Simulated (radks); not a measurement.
The numbers below are computed, except where a source is named.
All-electron atom: Nd34+ in [Ar] 3d8 (the NIST ground configuration). Code: a radial shooting solver on a logarithmic mesh with Libxc functionals. Model: scalar-relativistic Kohn-Sham, PBE, spin-unpolarised, spherical densities, point nucleus.

Radial electron density D(r) = 4 pi r^2 rho(r):

| r (bohr) | D(r) (e/bohr) |
|---|---|
| 0.002501 | 13.72 |
| 0.003129 | 19.03 |
| 0.003883 | 25.62 |
| 0.004819 | 33.75 |
| 0.006029 | 43.65 |
| 0.007483 | 54.08 |
| 0.009362 | 64.70 |
| 0.01162 | 73.19 |
| 0.01454 | 78.33 |
| 0.01804 | 78.62 |
| 0.02239 | 74.92 |
| 0.02801 | 70.13 |
| 0.03477 | 69.59 |
| 0.04349 | 77.21 |
| 0.05398 | 90.51 |
| 0.06753 | 101.0 |
| 0.08382 | 97.93 |
| 0.104 | 82.49 |
| 0.1301 | 68.18 |
| 0.1615 | 68.77 |
| 0.2021 | 76.04 |
| 0.2508 | 69.04 |
| 0.3138 | 43.18 |
| 0.3894 | 17.62 |
| 0.4833 | 4.292 |
| 0.6046 | 0.5149 |
| 0.7504 | 0.03079 |

D(r) has 3 maxima, at r = 0.0164, 0.0720, 0.209 bohr, and minima at 0.0318, 0.143 bohr, inside which lie 1.96, 11.27 electrons.
